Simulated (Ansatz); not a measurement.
[NbO2(OH)2]- (NbO₄H₂⁻) was relaxed with r2SCAN-D4 (def2-SVPD) in Ansatz in these states: charge -1 singlet, neutral doublet. The geometries follow in no particular order.

In the def2 sets Nb takes a core potential; there is no spin–orbit coupling.

A:

```xyz
7

Nb   -0.025    0.155   -0.262
O     0.431    0.343   -2.087
O    -1.058    1.532   -0.069
O     1.524    0.252    0.849
H     1.940    0.945    1.371
O    -0.944   -1.487    0.054
H    -1.868   -1.740    0.144
```

B:

Cartesian coordinates in Å:
```
Nb 0.0094 0.3802 0.2672
O -0.0656 2.0984 0.6656
O 0.2947 -0.5886 1.7168
O 1.4986 0.0488 -1.0197
H 2.0644 -0.7089 -0.8400
O -1.7152 -0.1998 -0.5530
H -2.0863 -1.0299 -0.2369
```

Judge from the bond lengths which geometry belongs to which state (an estimate).

A is the neutral doublet (Nb1–O2 1.891 Å, Nb1–O4 1.908 Å, Nb1–O6 1.908 Å); B is the charge -1 singlet (Nb1–O2 1.765 Å, Nb1–O4 1.996 Å, Nb1–O6 1.996 Å).
